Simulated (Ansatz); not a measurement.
Correlation energies of C₂H₆B₂O by basis set

```tsv
atom	x (Å)	y (Å)	z (Å)
B1	0.436	-0.370	1.344
C2	0.778	-0.783	-0.004
C3	0.594	0.336	-1.008
B4	-0.541	0.303	0.049
O5	-1.913	0.339	0.021
H6	-0.016	0.848	1.238
H7	0.354	-0.820	2.437
H8	0.862	-1.815	-0.328
H9	1.358	1.107	-1.000
H10	0.337	0.023	-2.018
H11	-2.249	0.832	-0.730
```

Total charge 0; spin multiplicity 1. The bonds changed during the relaxation, so this is another structure than the one it started from. All single points use the PBE0-D4/def2-TZVP geometry. It is one conformer, not always the lowest. Frozen core, restricted reference, Ansatz. CBS rows extrapolate triple and quadruple zeta; past MP2 they add the triple-zeta difference.

```tsv
basis	HF (Eh)	MP2 corr.	CCSD corr.	(T)	CCSD(T) total
def2-SVP	-203.29669	-0.64380	-0.68521	-0.02332	-204.00522
def2-TZVPP	-203.52643	-0.78928	-0.82043	-0.03603	-204.38289
def2-QZVPP	-203.53597	-0.84221	–	–	–
CBS(def2)	-203.53728	-0.88142	-0.91258	as TZ	-204.48589
```
